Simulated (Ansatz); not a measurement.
AlH₉N₂Si₂, relaxed with RKS PBE-D4/def2-SVP in the Gaussian-basis code of Ansatz from a rough embedded geometry. The force threshold is 0.03 eV/Å; the program also tests the step.

The species carries charge 0 and has multiplicity 1. The bonds changed during the relaxation, so this is another structure than the one it started from.

Start:

```xyz
14

N    -0.866   -2.276   -0.712
Si    0.285   -1.265    0.085
N    -0.447    0.327    0.365
Al   -0.601    1.330   -1.234
Si    0.682    1.278    1.422
H    -1.804   -2.268   -0.218
H    -1.082   -1.885   -1.671
H     1.469   -1.103   -0.711
H     0.632   -1.916    1.406
H    -1.980    1.774   -1.787
H     0.762    1.514   -2.121
H     0.821    0.578    2.751
H     0.132    2.574    1.638
H     1.998    1.338    0.786
```

(1) How much energy does the relaxation release, and in how many steps? (An estimate is asked.)

(2) Which bonds change most? (Best estimate.)

(3) Give the relaxed structure. (An estimate is asked.)

Results:

(1) Computed: 166.49 kJ/mol, in 18 steps, 1 of them rejected.

(2) Computed: N1–Al4 from 3.653 to 2.088 Å; Si2–Al4 from 3.043 to 2.726 Å; N1–Si2 from 1.727 to 1.848 Å; Si5–H13 from 1.424 to 1.506 Å.

(3) Ansatz gave: 
```xyz
14

N    -0.832   -1.375   -1.227
Si    0.320   -1.325    0.217
N     0.266    0.382    0.354
Al   -0.897    0.709   -1.130
Si    0.990    1.480    1.502
H    -1.733   -1.843   -1.061
H    -0.439   -1.771   -2.093
H     1.605   -1.975   -0.225
H    -0.281   -2.144    1.327
H    -2.405    1.125   -0.764
H    -0.208    1.256   -2.475
H     0.813    0.993    2.922
H     0.328    2.826    1.370
H     2.472    1.664    1.282
```
